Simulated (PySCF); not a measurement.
Vertical excitations of a molecule C4H4ClF from PySCF 2.14.0 with TDDFT-PBE/def2-SVPD, as energy in eV (oscillator strength): 5.10 (0.073), 5.24 (0.329), 5.37 (0.000), 5.68 (0.000), 6.41 (0.001), 6.70 (0.002), 7.05 (0.004), 7.05 (0.079), 7.11 (0.026), 7.31 (0.001). Lowest triplet (TDA): 3.08 eV. Geometry: r2SCAN-D4/def2-SVP. One conformer was computed; it need not be the lowest.

Q: Identify the compound among the candidates.
A. F/C=C\C=C/Cl
B. C=C=C(F)CCl
C. F[C@H]1C=C(Cl)C1
D. C=C(F)C(=C)Cl

A: D, C=C(F)C(=C)Cl
